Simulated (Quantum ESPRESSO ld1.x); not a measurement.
The numbers below are computed, except where a source is named.
Cr8+, configuration [Ne] 3s2 3p4.

Code: ld1.x of Quantum ESPRESSO 7.5. Model: Dirac Kohn-Sham, revPBE, spin-unpolarised, spherical densities, point nucleus; open shells fill j = l - 1/2 first.

Energy parts (eV):
| part | energy |
|---|---|
| total | -27983.4 |
| kinetic | 28329.5 |
| electron-nucleus | -63922.3 |
| Hartree | 8790.9 |
| exchange-correlation | -1181.6 |

Orbitals (lengths in bohr, moments of r in powers of bohr; r(max) is where P^2 peaks):
orbital  occ.  eigenvalue (eV)     <r^2>  r(max)  <1/r>
1s1/2       2         -6063.13  0.005431   0.042  23.89
2s1/2       2         -848.456    0.1006   0.244  5.086
2p1/2       2         -748.135   0.08115   0.197  5.021
2p3/2       4         -739.440   0.08280   0.198  4.946
3s1/2       2         -230.055    0.7580   0.742  1.745
3p1/2       2         -200.398    0.7885   0.736  1.663
3p3/2       2         -199.001    0.7985   0.742  1.647

The highest occupied level is 3p3/2 at -199.00 eV. Summed over all electrons, <r^2> = 5.395 bohr^2, which gives a Langevin (diamagnetic) susceptibility term of -4.27 x 10^-6 cm^3/mol. The density falls to 0.001 e/bohr^3 at r = 2.03 bohr. For comparison, the ionisation energy in NIST's Atomic Spectra Database is 209.5 eV (semi-empirical). In exact Kohn-Sham theory the highest level is minus the ionisation energy, but local and semilocal functionals leave it too shallow, through self-interaction and a potential that decays too fast; potentials with the right tail come closer.

Beside tabulated values, note that spin-unpolarised runs miss the spin-polarisation part of the exchange energy of open shells.
